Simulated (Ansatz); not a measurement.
Mulliken charges of CH6BFSi (`FBC[SiH3]`) from r2SCAN/def2-TZVPP in Ansatz (PBE0-D4/def2-TZVP geometry).

```csv
atom,x (Å),y (Å),z (Å),charge (e)
F1,-1.990,1.356,-0.432,-0.257
B2,-0.919,0.777,-0.963,0.279
C3,0.382,0.666,-0.141,-0.231
Si4,0.463,-0.991,0.759,0.267
H5,-1.049,0.328,-2.069,-0.036
H6,1.266,0.690,-0.786,0.088
H7,0.461,1.445,0.624,0.087
H8,0.395,-2.113,-0.214,-0.066
H9,-0.669,-1.120,1.713,-0.062
H10,1.741,-1.089,1.511,-0.071
```

Q: By hand: the dipole of these point charges (1 e Å = 4.8032 D).

A: Σ q r = (0.371, -0.089, -0.062) e Å, of length 0.387 e Å = 1.86 D.

Q: How does the dipole of the full density compare? (Best estimate.)

A: Computed: (0.283, 0.015, -0.007) e Å, 1.36 D; the point charges give 1.37 times that, at 18° from its direction.

Point charges leave out the atoms' own dipoles, such as those of lone pairs, and Mulliken's split depends on the basis, so the two needn't agree.
